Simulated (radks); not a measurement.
Values are calculated unless marked as measured or tabulated.
Effect of the nuclear size on the aluminium ion Al2+, [Ne] 3s1. Code: a radial shooting solver on a logarithmic mesh with Libxc functionals. Model: Dirac Kohn-Sham, LDA (Slater exchange, Perdew-Wang correlation), spin-unpolarised, spherical densities, finite nucleus; Fermi nuclear charge, rms radius 3.061 fm. The rms radius is varied about that value; shifts are against it.

rms radius (fm)  total energy shift (eV)  density at nucleus (e/bohr^3)  1s1/2 shift (meV)
2.5345                          -0.00116                           1490             -0.483
2.7671                         -0.000673                           1488             -0.281
3.061                                  0                           1486              0.000
3.2355                          0.000431                           1485              0.180
3.6426                           0.00153                           1483              0.637

Slopes of the eigenvalues against <r^2> in GHz/fm^2, as finite differences over the two radii next to the reference (eigenvalue slopes, not the field-shift constants of lines): 1s1/2 39.6.
